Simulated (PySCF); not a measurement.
# Polarisability and C₆ of K⁻ (potassium, charge -1)

[Ar] 4s2, closed-shell 1S. Calculation: PySCF 2.14, in aug-cc-pwCVTZ-X2C (9s8p6d3f, 84 functions); scalar relativity by spin-free X2C-1e. Coupled (time-dependent) response in atomic units; α is the mean over directions.

```csv
method,mean α (bohr³),C₆ (like pair),S(−4)
wB97X-V,1422,53290,1287000
```

S(−4) is the Cauchy moment in α(ω) = α(0) + S(−4) ω² + …

α(iu) at wB97X-V:

```json
{"u (hartree)": "0", "α(iu) (bohr³)": "1422"}
{"u (hartree)": "0.0500", "α(iu) (bohr³)": "478.6"}
{"u (hartree)": "0.100", "α(iu) (bohr³)": "173.6"}
{"u (hartree)": "0.200", "α(iu) (bohr³)": "53.20"}
{"u (hartree)": "0.300", "α(iu) (bohr³)": "26.98"}
{"u (hartree)": "0.500", "α(iu) (bohr³)": "12.44"}
{"u (hartree)": "0.750", "α(iu) (bohr³)": "7.137"}
{"u (hartree)": "1.00", "α(iu) (bohr³)": "4.832"}
{"u (hartree)": "1.50", "α(iu) (bohr³)": "2.694"}
{"u (hartree)": "2.00", "α(iu) (bohr³)": "1.716"}
{"u (hartree)": "3.00", "α(iu) (bohr³)": "0.8660"}
{"u (hartree)": "5.00", "α(iu) (bohr³)": "0.3468"}
```

A single London oscillator, α(iu) = α/(1 + u²/ω²), gives C₆ = (3/4) ω α². Matching the computed C₆ needs ω = 4 × 53290 / (3 × 1422²) = 0.0351 hartree.

For an ion, C₆ is the dispersion term alone; charge-induced terms of lower order in 1/R come first.
